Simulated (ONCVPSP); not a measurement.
What one change does to a pseudopotential (Sb (Z = 51), ONCV)

```
Element                 : antimony (Sb)
Generator               : ONCVPSP 4.0.1
Type                    : optimised norm-conserving Vanderbilt (ONCV)
Functional              : PW91
Relativity              : scalar-relativistic
Frozen core             : [Kr] 4d10
Valence charge          : 5
Reference configuration : 5s2 5p2 (charge +1)
Partial waves           : 5s: rc 1.80 bohr, ncon 5, nbas 8, qcut 3.7 1/bohr, 3 projectors, debl 1.7 Ha; 5p: rc 2.25 bohr, ncon 5, nbas 10, qcut 3.4 1/bohr, 2 projectors, debl 1.6 Ha; d scattering state at 0.06 Ha: rc 2.45 bohr, ncon 3, nbas 6, qcut 4.1 1/bohr, 3 projectors, debl 1.4 Ha
Local potential         : polynomial inside 1.40 bohr (lpopt 5, dvloc0 0 Ha)
Core correction         : none
```

All-electron outer shells of the reference configuration (PW91, scalar-relativistic, ld1.x):

```csv
shell,level (eV),outermost node (bohr),outermost maximum (bohr)
4p,-110.36,0.39,0.76
4d,-42.06,0.38,0.84
5s,-20.73,0.95,1.88
5p,-12.06,1.04,2.24
```

Change: reference 5s2 5p1. In the d channel the program set the typed energies aside and used 0.050, 1.450, 2.850 Ha.

Cutoffs: the cutoffs (Ha) at which the residual kinetic energy of the hardest occupied pseudo-wave falls to 1 and 0.1 mHa per electron; they do not see the model core or the augmentation charge, which bear on the density cutoff. Errors are all-electron minus pseudo energies relative to the spin-unpolarised reference configuration.

Q: What does the change do?

A: The potential gets neither clearly harder nor softer (37 Ha and 49 Ha → 37 Ha and 51 Ha); the bound ghosts move from d, s to s.

```tsv
quantity	base	changed
cutoff, loose	37 Ha	37 Ha
cutoff, tight	49 Ha	51 Ha
loose cutoff by channel	s 37 Ha, p 6.6 Ha	s 37 Ha, p 7.6 Ha
bound ghosts	s, d	s
GHOST(+) flags under 300 eV	p at 64.6 eV	p at 57.0 eV, d at 122.0 eV
largest error over its own tests, meV	+210	+30
s: phases at 1.83 bohr within 0.05 rad from the reference energy up to (Ha; the scan ends near 5)	to the end of the scan	to the end of the scan
p: phases at 2.28 bohr within 0.05 rad from the reference energy up to (Ha; the scan ends near 5)	2.2	1.9
d: phases at 2.48 bohr within 0.05 rad from the reference energy up to (Ha; the scan ends near 5)	n/a	3.4
```

 A true bound ghost makes a file unfit for plane-wave use even where its test errors are small: the radial tests pick states by their node count and pass the ghost by.
